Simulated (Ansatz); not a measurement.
`[SiH3]/N=C\N[SiH3]` → `N=C[SiH2][SiH2]N`  (isomerisation)

Calculated with Ansatz (gas phase, PBE0-D4/def2-TZVP geometries, no zero-point term in ΔE). CCSD(T)/CBS is the MP2 limit (def2-TZVPP, def2-QZVPP) plus CCSD(T) − MP2 in def2-TZVPP, frozen cores. Functionals use def2-TZVPP. B3LYP here is the variant with VWN-RPA as its local correlation; programs differ in this. Each species was taken in one conformer, which may not be the lowest.

`[SiH3]/N=C\N[SiH3]`:

```xyz
13

Si    0.048    1.874   -0.898
N    -0.615    1.220    0.520
C    -0.802    0.230    1.271
N    -0.374   -1.058    1.098
Si    0.568   -1.670   -0.245
H    -1.063    2.454   -1.697
H     0.988    2.957   -0.507
H     0.798    0.944   -1.798
H    -1.376    0.353    2.200
H    -0.644   -1.691    1.835
H     1.881   -0.989   -0.328
H    -0.165   -1.517   -1.523
H     0.754   -3.108    0.072
```

`N=C[SiH2][SiH2]N`:

Z-matrix (Å, degrees):
```
Si
C 1 1.900
Si 1 2.343 2 108.5
H 1 1.492 2 107.4 3 -122.7
H 1 1.491 2 106.9 3 122.9
N 2 1.271 1 119.8 3 -10.1
H 2 1.101 1 119.0 3 170.4
N 3 1.717 1 106.0 2 42.6
H 3 1.490 1 110.7 2 161.3
H 3 1.498 1 107.8 2 -83.1
H 6 1.022 2 111.8 1 -179.4
H 8 1.007 3 120.7 1 173.7
H 8 1.012 3 115.2 1 -46.0
```

```json
{"level": "r2SCAN-D4", "ΔE (kJ/mol)": "54.2", "difference from CCSD(T)/CBS": "13.5"}
{"level": "ωB97M-V", "ΔE (kJ/mol)": "49.1", "difference from CCSD(T)/CBS": "8.4"}
{"level": "PBE", "ΔE (kJ/mol)": "40.0", "difference from CCSD(T)/CBS": "-0.7"}
{"level": "PBE0", "ΔE (kJ/mol)": "42.8", "difference from CCSD(T)/CBS": "2.1"}
{"level": "B3LYP", "ΔE (kJ/mol)": "52.8", "difference from CCSD(T)/CBS": "12.1"}
{"level": "CCSD/def2-TZVPP", "ΔE (kJ/mol)": "42.3", "difference from CCSD(T)/CBS": "1.6"}
{"level": "CCSD(T)/def2-TZVPP", "ΔE (kJ/mol)": "41.5", "difference from CCSD(T)/CBS": "0.8"}
{"level": "SCS-MP2/def2-QZVPP", "ΔE (kJ/mol)": "53.2", "difference from CCSD(T)/CBS": "12.5"}
{"level": "HF/CBS(def2)", "ΔE (kJ/mol)": "66.5", "difference from CCSD(T)/CBS": "25.8"}
{"level": "MP2/CBS(def2)", "ΔE (kJ/mol)": "53.0", "difference from CCSD(T)/CBS": "12.3"}
{"level": "CCSD(T)/CBS", "ΔE (kJ/mol)": "40.7", "difference from CCSD(T)/CBS": "0"}
```

Largest T1 diagnostic among the species: 0.014.

In def2-TZVPP, CCSD(T) changes the Hartree–Fock value by −23.3 kJ/mol (the triples alone add −0.8 kJ/mol) and MP2 by −10.9 kJ/mol.

CCSD(T)/CBS has its own doubt, a few kJ/mol and more with outer-core shells, so smaller differences from it don't rank the levels.
